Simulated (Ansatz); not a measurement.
**Nudged elastic band run: C2H8AlGeN**

The input (input.yaml):

```yaml
crystal:
  periodic: [false, false, false]
  atoms:
    - { symbol: C, position_ang: [-0.495293, 1.065892, 1.740639] }
    - { symbol: C, position_ang: [-0.231006, 0.443294, 0.563736] }
    - { symbol: Ge, position_ang: [-0.894725, 1.248909, -1.094239] }
    - { symbol: Al, position_ang: [0.804159, -1.222946, 0.621752] }
    - { symbol: "N", position_ang: [1.232841, -2.070968, -0.89127] }
    - { symbol: H, position_ang: [-1.068351, 2.012652, 1.814872] }
    - { symbol: H, position_ang: [-0.150477, 0.660404, 2.713461] }
    - { symbol: H, position_ang: [-1.869245, 0.279036, -1.824069] }
    - { symbol: H, position_ang: [-1.637672, 2.581895, -0.789433] }
    - { symbol: H, position_ang: [0.280506, 1.533304, -2.074812] }
    - { symbol: H, position_ang: [1.288042, -1.853709, 2.009077] }
    - { symbol: H, position_ang: [1.769229, -2.940956, -0.935009] }
    - { symbol: H, position_ang: [0.992392, -1.771509, -1.839806] }
basis:
  gaussian: { orbitals: def2-SVP }
hamiltonian:
  xc: pbe
neb:
  order_check: false
  images: 6
  f_tol: 0.03
  max_iterations: 60
  climbing: false
  final_atoms:
    - { symbol: C, position_ang: [-0.49961398, 1.0622944, 1.73943222] }
    - { symbol: C, position_ang: [-0.21902141, 0.45050917, 0.56044179] }
    - { symbol: Ge, position_ang: [-0.87940898, 1.26117786, -1.09655541] }
    - { symbol: Al, position_ang: [0.82807726, -1.20819412, 0.61826299] }
    - { symbol: "N", position_ang: [1.19632471, -2.09719481, -0.88653238] }
    - { symbol: H, position_ang: [-1.08826456, 1.99937889, 1.81629131] }
    - { symbol: H, position_ang: [-0.15217718, 0.65787906, 2.71180333] }
    - { symbol: H, position_ang: [-1.77105312, 0.25555825, -1.88148688] }
    - { symbol: H, position_ang: [-1.70959606, 2.53808839, -0.77869635] }
    - { symbol: H, position_ang: [0.3045305, 1.64391609, -2.03115234] }
    - { symbol: H, position_ang: [1.36835459, -1.79988227, 2.0017554] }
    - { symbol: H, position_ang: [0.90650833, -1.83268609, -1.83151032] }
    - { symbol: H, position_ang: [1.73573991, -2.96554683, -0.92715435] }
  initial_path:
    images:
      - { positions_ang: [[-0.495293, 1.065892, 1.740639], [-0.231006, 0.443294, 0.563736], [-0.894725, 1.248909, -1.094239], [0.804159, -1.222946, 0.621752], [1.232841, -2.070968, -0.89127], [-1.068351, 2.012652, 1.814872], [-0.150477, 0.660404, 2.713461], [-1.869245, 0.279036, -1.824069], [-1.637672, 2.581895, -0.789433], [0.280506, 1.533304, -2.074812], [1.288042, -1.853709, 2.009077], [1.769229, -2.940956, -0.935009], [0.992392, -1.771509, -1.839806]] }
      - { positions_ang: [[-0.51499574, 1.0454946, 1.74752148], [-0.23969769, 0.44688994, 0.57610827], [-0.91283006, 1.21426045, -1.09059902], [0.84838123, -1.19950182, 0.61287141], [1.26310293, -2.0480543, -0.94540647], [-1.12327335, 1.98809218, 1.79771141], [-0.1738735, 0.6597468, 2.71269489], [-1.9595756, 0.30852187, -1.71604195], [-1.51862575, 2.60316628, -0.82133468], [0.24026554, 1.35264601, -2.09668858], [1.3237461, -1.82662982, 2.00405659], [1.44070049, -2.86134394, -1.04170892], [1.34707539, -1.71799024, -1.72428542]] }
      - { positions_ang: [[-0.53469847, 1.02509719, 1.75440395], [-0.24838939, 0.45048588, 0.58848054], [-0.93093512, 1.1796119, -1.08695905], [0.89260346, -1.17605764, 0.60399081], [1.29336487, -2.02514059, -0.99954295], [-1.17819569, 1.96353236, 1.78055082], [-0.19727001, 0.65908959, 2.71192877], [-2.04990621, 0.33800773, -1.60801491], [-1.3995795, 2.62443756, -0.85323636], [0.20002509, 1.17198803, -2.11856515], [1.3594502, -1.79955064, 1.99903619], [1.11217198, -2.78173188, -1.14840883], [1.70175879, -1.66447149, -1.60876484]] }
      - { positions_ang: [[-0.55440121, 1.00469979, 1.76128643], [-0.25708108, 0.45408182, 0.60085281], [-0.94904018, 1.14496335, -1.08331907], [0.93682569, -1.15261346, 0.59511022], [1.3236268, -2.00222689, -1.05367942], [-1.23311804, 1.93897254, 1.76339023], [-0.22066651, 0.65843239, 2.71116266], [-2.14023681, 0.3674936, -1.49998786], [-1.28053326, 2.64570884, -0.88513804], [0.15978463, 0.99133004, -2.14044173], [1.39515431, -1.77247146, 1.99401578], [0.78364347, -2.70211983, -1.25510875], [2.05644218, -1.61095273, -1.49324426]] }
      - { positions_ang: [[-0.55501849, 1.00418585, 1.76111403], [-0.255369, 0.45511256, 0.60038221], [-0.94685217, 1.14671605, -1.08364999], [0.94024259, -1.15050604, 0.59461179], [1.31841019, -2.00597358, -1.05300262], [-1.23596283, 1.93707638, 1.76359299], [-0.22090939, 0.65807168, 2.71092585], [-2.1262094, 0.36413964, -1.50819042], [-1.29080812, 2.63945075, -0.88360423], [0.1632167, 1.00713177, -2.13420463], [1.40662753, -1.76478193, 1.99296984], [0.66039766, -2.54379555, -1.38318037], [2.16263474, -1.78152957, -1.36286545]] }
      - { positions_ang: [[-0.53655032, 1.02355536, 1.75388676], [-0.24325314, 0.4535781, 0.58706873], [-0.92437111, 1.18486998, -1.0879518], [0.90285414, -1.1697354, 0.60249552], [1.27771503, -2.03638066, -0.99751254], [-1.18673008, 1.95784388, 1.7811591], [-0.19799865, 0.65800747, 2.71121835], [-2.00782398, 0.32794584, -1.63262257], [-1.4304041, 2.6056633, -0.84863494], [0.2103213, 1.21939321, -2.09985387], [1.39386989, -1.77648204, 1.99589836], [0.74243455, -2.30675906, -1.53262369], [2.02033646, -2.17620199, -1.21762842]] }
      - { positions_ang: [[-0.51808215, 1.04292488, 1.74665949], [-0.23113728, 0.45204363, 0.57375526], [-0.90189005, 1.22302392, -1.09225361], [0.8654657, -1.18896476, 0.61037925], [1.23701987, -2.06678774, -0.94202246], [-1.13749732, 1.97861139, 1.7987252], [-0.17508791, 0.65794327, 2.71151084], [-1.88943855, 0.29175205, -1.75705473], [-1.57000008, 2.57187585, -0.81366564], [0.2574259, 1.43165465, -2.0655031], [1.38111224, -1.78818216, 1.99882688], [0.82447144, -2.06972258, -1.682067], [1.87803818, -2.57087441, -1.07239138]] }
      - { positions_ang: [[-0.49961398, 1.0622944, 1.73943222], [-0.21902141, 0.45050917, 0.56044179], [-0.87940898, 1.26117786, -1.09655541], [0.82807726, -1.20819412, 0.61826299], [1.19632471, -2.09719481, -0.88653238], [-1.08826456, 1.99937889, 1.81629131], [-0.15217718, 0.65787906, 2.71180333], [-1.77105312, 0.25555825, -1.88148688], [-1.70959606, 2.53808839, -0.77869635], [0.3045305, 1.64391609, -2.03115234], [1.36835459, -1.79988227, 2.0017554], [0.90650833, -1.83268609, -1.83151032], [1.73573991, -2.96554683, -0.92715435]] }
```

Command:

```bash
$ ansatz run input.yaml --threads 2 --pin off --max-ram 3072MiB --backend cpu --events-out ev --progress --plain --runs-dir out
```

Output, in part (warnings, iteration lines, the closing report on the highest movable image, with atoms numbered from 0):

```
NEB end point (image 0): max|allowed force component| = 1.157e-2 eV/Å (the criterion of neb.relax_end_points is 1.000e-2)
NEB end point (image 7): max|allowed force component| = 8.189e-3 eV/Å (the criterion of neb.relax_end_points is 1.000e-2)
NEB iter   1: max|band force component| = 2.156e1 eV/Å  barrier→ = 4.2776 eV  barrier← = 4.2776 eV  Δτ_max = 0.1988 Å  (232 SCF iters)
NEB iter   2: max|band force component| = 3.046e0 eV/Å  barrier→ = 0.7100 eV  barrier← = 0.7100 eV  Δτ_max = 0.1973 Å  (210 SCF iters)
NEB iter   3: max|band force component| = 9.993e-1 eV/Å  barrier→ = 0.5570 eV  barrier← = 0.5569 eV  Δτ_max = 0.2000 Å  (177 SCF iters)
NEB iter   4: max|band force component| = 1.832e0 eV/Å  barrier→ = 0.5792 eV  barrier← = 0.5792 eV  Δτ_max = 0.1008 Å  (191 SCF iters)
NEB iter   5: max|band force component| = 5.749e-1 eV/Å  barrier→ = 0.4272 eV  barrier← = 0.4271 eV  Δτ_max = 0.0463 Å  (181 SCF iters)
NEB iter   6: max|band force component| = 3.650e-1 eV/Å  barrier→ = 0.4256 eV  barrier← = 0.4256 eV  Δτ_max = 0.0295 Å  (187 SCF iters)
NEB iter   7: max|band force component| = 1.868e-1 eV/Å  barrier→ = 0.4163 eV  barrier← = 0.4163 eV  Δτ_max = 0.0576 Å  (191 SCF iters)
NEB iter   8: max|band force component| = 1.159e-1 eV/Å  barrier→ = 0.4170 eV  barrier← = 0.4170 eV  Δτ_max = 0.0713 Å  (186 SCF iters)
NEB iter   9: max|band force component| = 7.489e-2 eV/Å  barrier→ = 0.4185 eV  barrier← = 0.4185 eV  Δτ_max = 0.1845 Å  (187 SCF iters)
NEB iter  10: max|band force component| = 9.959e-2 eV/Å  barrier→ = 0.4077 eV  barrier← = 0.4077 eV  Δτ_max = 0.0922 Å  (177 SCF iters)
NEB iter  11: max|band force component| = 1.177e-1 eV/Å  barrier→ = 0.4117 eV  barrier← = 0.4117 eV  Δτ_max = 0.0462 Å  (179 SCF iters)
NEB iter  12: max|band force component| = 9.203e-2 eV/Å  barrier→ = 0.4070 eV  barrier← = 0.4070 eV  Δτ_max = 0.0462 Å  (185 SCF iters)
NEB iter  13: max|band force component| = 2.353e-1 eV/Å  barrier→ = 0.4068 eV  barrier← = 0.4068 eV  Δτ_max = 0.0231 Å  (187 SCF iters)
NEB iter  14: max|band force component| = 8.470e-2 eV/Å  barrier→ = 0.4050 eV  barrier← = 0.4050 eV  Δτ_max = 0.0162 Å  (184 SCF iters)
NEB iter  15: max|band force component| = 5.235e-2 eV/Å  barrier→ = 0.4045 eV  barrier← = 0.4045 eV  Δτ_max = 0.0132 Å  (182 SCF iters)
NEB iter  16: max|band force component| = 4.407e-2 eV/Å  barrier→ = 0.4034 eV  barrier← = 0.4033 eV  Δτ_max = 0.0065 Å  (159 SCF iters)
NEB iter  17: max|band force component| = 3.235e-2 eV/Å  barrier→ = 0.4031 eV  barrier← = 0.4031 eV  Δτ_max = 0.0082 Å  (144 SCF iters)
NEB iter  18: max|band force component| = 9.597e-3 eV/Å  barrier→ = 0.4029 eV  barrier← = 0.4029 eV  Δτ_max = 0.0000 Å  (331 SCF iters)
Total energy: -66779.86692192 eV, -2454.1148443610 hartree
Atom 0 at    -0.470103     1.071462     1.744887 Å, force     0.008930     0.002201    -0.001968 eV/Å
Atom 1 at    -0.198706     0.478204     0.554071 Å, force     0.021864     0.017719    -0.004300 eV/Å
Atom 2 at    -0.944451     1.232259    -1.094796 Å, force     0.010513     0.007599    -0.003856 eV/Å
Atom 3 at     0.847395    -1.179193     0.577783 Å, force    -0.006296    -0.004364     0.003539 eV/Å
Atom 4 at     1.205037    -2.042754    -0.967503 Å, force    -0.014390    -0.003542     0.000707 eV/Å
Atom 5 at    -1.088707     1.986564     1.846950 Å, force    -0.005617    -0.002562     0.000352 eV/Å
Atom 6 at    -0.083386     0.666077     2.702379 Å, force     0.006132     0.005194     0.001358 eV/Å
Atom 7 at    -1.878683     0.211143    -1.801984 Å, force     0.006632    -0.000458     0.010521 eV/Å
Atom 8 at    -1.762815     2.516244    -0.765238 Å, force     0.005351     0.003552     0.000814 eV/Å
Atom 9 at     0.190510     1.599165    -2.091106 Å, force     0.003990     0.004691    -0.009988 eV/Å
Atom 10 at     1.297087    -1.714547     2.024530 Å, force    -0.057470    -0.037889     0.007930 eV/Å
Atom 11 at     0.876604    -2.990528    -1.168634 Å, force     0.080232    -0.094879     0.082176 eV/Å
Atom 12 at     2.030619    -1.868799    -1.546439 Å, force    -0.059870     0.102738    -0.087286 eV/Å
Dipole moment:     0.135481    -0.172718    -0.044886 e Å
```

It converged. No image climbed, so the highest image needn't sit at the top of the path.

Final band (atoms are numbered from 1 in the order of the input):

```
image  path coordinate (Å)  energy (kJ/mol)  height of N5 over the plane of its neighbours (Å)
    0                 0.00              0.0                                               0.00
    1                 0.55              4.0                                              -0.01
    2                 1.10             20.6                                              -0.06
    3                 1.65             38.9                                              -0.15
    4                 2.21             38.8                                              -0.16
    5                 2.76             20.6                                              -0.06
    6                 3.31              4.0                                              -0.01
    7                 3.86              0.0                                               0.00
```

The run took 5.8 min on 2 threads of Arm Neoverse V1, on a shared host, peak memory 0.19 GiB.
